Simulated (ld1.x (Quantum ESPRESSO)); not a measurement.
**Configuration tests for oxygen (ultrasoft)**

ld1.x (Quantum ESPRESSO) 7.5 input, shortened:

```
&input
   title='O', zed=8., rel=0, dft='PBE', iswitch=3,
   config='[He] 2s2 2p3.5'
 /
 &inputp
   pseudotype=3, tm=.true., lloc=-1, rcloc=1.40,
   nlcc=.false.,
   which_augfun='PSQ', rmatch_augfun_nc=.true.
 /
4
2S  1  0   2.00   0.00  0.90  1.00  0.0
2S  1  0   0.00  -1.50  0.90  1.00  0.0
2P  2  1   3.50   0.00  1.40  1.95  0.0
2P  2  1   0.00   0.95  1.40  1.95  0.0
 &test
   configts(1)='2s2 2p3.5'
 /
```

Energies are relative to the spin-unpolarised reference configuration 2s2 2p3.5; without spin polarisation the order of configurations can differ from experiment. The frozen-core shift is the all-electron ΔE with the core orbitals held at their reference shape minus the fully relaxed ΔE.

Q: Give the all-electron excitation energy and the error of the potential for: 2s2 2p4; 2s2 2p3; 2s2 2p2; 2s1 2p5; 2s1 2p4; 2s2 2p0; 2s0 2p6.

A:

| valence configuration | charge | ΔE all-electron (eV) | error AE − PS (meV) | frozen-core shift (meV) |
| --- | --- | --- | --- | --- |
| 2s2 2p4 | 0 | -6.290 | +3.6 | 0.0 |
| 2s2 2p3 | +1 | 10.149 | +20 | 0.0 |
| 2s2 2p2 | +2 | 43.743 | +444 | +1.0 |
| 2s1 2p5 | 0 | 8.606 | +14 | +0.4 |
| 2s1 2p4 | +1 | 25.319 | +6.9 | +0.5 |
| 2s2 2p0 | +4 | 174.517 | +789 | +22 |
| 2s0 2p6 | 0 | 23.539 | +28 | +1.6 |
